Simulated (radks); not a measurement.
Values are calculated unless marked as measured or tabulated.
Neutral iodine inside a hard spherical wall (all orbitals vanish at R), configuration held at [Kr] 4d10 5s2 5p5 and not refilled when levels cross. Code: a radial shooting solver on a logarithmic mesh with Libxc functionals. Model: scalar-relativistic Kohn-Sham, LDA (Slater exchange, VWN5 correlation), spin-polarised, spherical densities, point nucleus; open shells are filled with parallel spins first (spin-orbit coupling, left out, can overturn this in heavy ions). Eigenvalues in eV for spin up, with the zero of energy where the potential of the charges vanishes at infinity; a dash marks a level that is unbound or too diffuse for the functional's potential to be trusted. A positive occupied level is held by the wall or, in an anion where self-interaction has pushed it up, behind a barrier. The pressure on the wall is -dE/dV.

R (bohr)  E (hartree)  kinetic (hartree)    e(4p)    e(4d)    e(5s)   e(5p)  e(6s, empty)  e(5d, empty)  pressure (GPa)
free      -7110.63839           7461.961  -127.36  -50.379  -17.902  -7.482        -0.537             -               0
20        -7110.63839           7461.961  -127.36  -50.379  -17.902  -7.482        -0.531         0.835        < 0.0001
8         -7110.63707           7461.975  -127.28  -50.296  -17.833  -7.416         0.874         2.434          0.0701
7         -7110.63275           7462.012  -127.09  -50.110  -17.682  -7.266         2.086         3.171           0.390
4         -7110.15205           7464.546  -120.40  -43.587  -12.453  -1.145        26.624        15.201             112
2.5       -7104.26024           7486.944  -94.665  -18.984   17.958  36.247        139.12        68.819            4660
1.5       -7045.67277           7674.044    0.175   81.484   233.40  274.83        672.10        336.24          191000
